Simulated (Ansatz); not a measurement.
Ansatz (an electronic-structure program) input (CCSD(T)/aug-cc-pVDZ):

Ansatz 0.2 input:
```yaml
crystal:
  periodic: [false, false, false]
  atoms:
    - {symbol: C, position_ang: [-2.26527395, 0.09155387, 0.14621150]}
    - {symbol: C, position_ang: [-1.20012732, -0.44631619, -0.82098213]}
    - {symbol: C, position_ang: [-0.05768726, 0.48772330, -1.00898531]}
    - {symbol: C, position_ang: [1.34094812, 0.10670598, -0.70215563]}
    - {symbol: C, position_ang: [1.66492936, -0.12390581, 0.76584856]}
    - {symbol: O, position_ang: [0.88322831, -0.05755510, 1.67563148]}
    - {symbol: H, position_ang: [-1.83314336, 0.25154399, 1.13346028]}
    - {symbol: H, position_ang: [-3.09704851, -0.61007991, 0.23658830]}
    - {symbol: H, position_ang: [-2.66589555, 1.04312807, -0.20983385]}
    - {symbol: H, position_ang: [-0.83480515, -1.41115927, -0.45897218]}
    - {symbol: H, position_ang: [-1.68068302, -0.64524406, -1.78994711]}
    - {symbol: H, position_ang: [-0.26979298, 1.51383168, -1.28387099]}
    - {symbol: H, position_ang: [1.62629174, -0.83637248, -1.19824822]}
    - {symbol: H, position_ang: [2.06284369, 0.84632450, -1.06662084]}
    - {symbol: H, position_ang: [2.72967315, -0.38609880, 0.95277063]}
basis:
  gaussian:
    orbitals: aug-cc-pVDZ
magnetization: {spin_polarized: true, initial_magnetization: 1}
correlation: {method: ccsd_t, electrons: outside_noble_gas}
output: {forces: true}
```

End of the output:

```
mean field evaluation 16: about -7329.6108 eV, gradient 2.0e1 eV
mean field evaluation 32: about -7327.3831 eV, gradient 6.4e0 eV
mean field -7331.45805746 eV, -269.4261141708 hartree, gradient 2.6e-6 eV, S^2 0.765317; 2 other end points of the search recorded, 0 dependent functions left out
6 core orbitals not correlated
reference -7331.45805746 eV, -269.4261141708 hartree; 18, 17 occupied and 195, 196 virtual orbitals, 2166 factors
densities: 19.76 GiB planned
second order -24.19687053 eV of doubles, -0.00000000 eV of singles
coupled cluster: 13.50 GiB planned
cycle   1  -25.10935170 eV  change   -9.1e-1 eV  update   1.2e-1
cycle   2  -25.77207700 eV  change   -6.6e-1 eV  update   3.8e-2
cycle   3  -25.96511659 eV  change   -1.9e-1 eV  update   2.1e-2
cycle   4  -25.96870298 eV  change   -3.6e-3 eV  update   6.5e-3
cycle   5  -25.96600626 eV  change    2.7e-3 eV  update   3.1e-3
cycle   6  -25.96625132 eV  change   -2.5e-4 eV  update   1.3e-3
cycle   7  -25.96616099 eV  change    9.0e-5 eV  update   6.0e-4
cycle   8  -25.96614820 eV  change    1.3e-5 eV  update   2.6e-4
cycle   9  -25.96621700 eV  change   -6.9e-5 eV  update   1.3e-4
cycle  10  -25.96620276 eV  change    1.4e-5 eV  update   5.5e-5
cycle  11  -25.96618114 eV  change    2.2e-5 eV  update   2.4e-5
cycle  12  -25.96619802 eV  change   -1.7e-5 eV  update   1.1e-5
cycle  13  -25.96620326 eV  change   -5.2e-6 eV  update   5.3e-6
cycle  14  -25.96620880 eV  change   -5.5e-6 eV  update   2.9e-6
cycle  15  -25.96621137 eV  change   -2.6e-6 eV  update   1.5e-6
cycle  16  -25.96621106 eV  change    3.1e-7 eV  update   8.7e-7
cycle  17  -25.96621074 eV  change    3.2e-7 eV  update   5.1e-7
perturbative correction -0.91694089 eV, -0.0336969562 hartree
the calculation of the forces begins
1.03 GiB of device memory are held for the factors and their scratch space
Total energy: -7358.34120909 eV, -270.4140517712 hartree
Atom 0 at    -2.265274     0.091554     0.146211 Å, force     0.090276    -0.036156    -0.064261 eV/Å
Atom 1 at    -1.200127    -0.446316    -0.820982 Å, force    -0.218574    -0.088021     0.037133 eV/Å
Atom 2 at    -0.057687     0.487723    -1.008985 Å, force    -0.055335     0.144791    -0.027122 eV/Å
Atom 3 at     1.340948     0.106706    -0.702156 Å, force     0.217625    -0.101473    -0.018315 eV/Å
Atom 4 at     1.664929    -0.123906     0.765849 Å, force     0.949847    -0.090934    -1.005936 eV/Å
Atom 5 at     0.883228    -0.057555     1.675631 Å, force    -1.236174     0.115270     1.366725 eV/Å
Atom 6 at    -1.833143     0.251544     1.133460 Å, force     0.207783     0.066417     0.454030 eV/Å
Atom 7 at    -3.097049    -0.610080     0.236588 Å, force    -0.361789    -0.312239     0.036383 eV/Å
Atom 8 at    -2.665896     1.043128    -0.209834 Å, force    -0.171275     0.424170    -0.176617 eV/Å
Atom 9 at    -0.834805    -1.411159    -0.458972 Å, force     0.175747    -0.426205     0.176847 eV/Å
Atom 10 at    -1.680683    -0.645244    -1.789947 Å, force    -0.185565    -0.073061    -0.382649 eV/Å
Atom 11 at    -0.269793     1.513832    -1.283871 Å, force    -0.101530     0.498307    -0.134093 eV/Å
Atom 12 at     1.626292    -0.836372    -1.198248 Å, force     0.078095    -0.358654    -0.189235 eV/Å
Atom 13 at     2.062844     0.846325    -1.066621 Å, force     0.275108     0.318254    -0.136779 eV/Å
Atom 14 at     2.729673    -0.386099     0.952771 Å, force     0.335762    -0.080466     0.063889 eV/Å
Dipole moment:     0.244263    -0.029243    -0.413106 e Å
```

It need not be the lowest isomer of its formula.
